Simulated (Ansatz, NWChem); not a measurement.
## Worked example: vertical energy of the triplet above the singlet of GeTe (SMILES [Ge][Te])

The species is GeTe (2 atoms), meant as a singlet with charge 0. SMILES: `[Ge][Te]`. Geometry: the measured bond length.

```xyz
2

Ge    0.0000    0.0000    0.0000
Te    0.0000    0.0000    2.3402
```

Both states at this one shape; open shells run unrestricted unless said. 1 Eh = 27.2114 eV.

```
                            level  program  singlet GeTe (Eh)  triplet GeTe (Eh)
   PBE/def2-TZVP (core potential)   Ansatz       -2344.748320       -2344.656578
                    r2SCAN/STO-3G   Ansatz       -8602.542118       -8602.454701
M06-2X/def2-TZVP (core potential)   NWChem       -2344.979286       -2344.891782
```

Q: Work out the vertical gap, second state less first, at each level.

A: 
1. PBE/def2-TZVP (core potential): -2344.656578 − (-2344.748320) = 0.091742 Eh = 2.50 eV.
2. r2SCAN/STO-3G: -8602.454701 − (-8602.542118) = 0.087417 Eh = 2.38 eV.
3. M06-2X/def2-TZVP (core potential): -2344.891782 − (-2344.979286) = 0.087504 Eh = 2.38 eV.

No measured value is set beside it here; the levels span 2.38 to 2.50 eV. Spin-orbit coupling, which splits open shells on such heavy atoms by tenths of an eV, is left out. Minimal sets are far from the basis-set limit. All-electron rows are non-relativistic unless named.
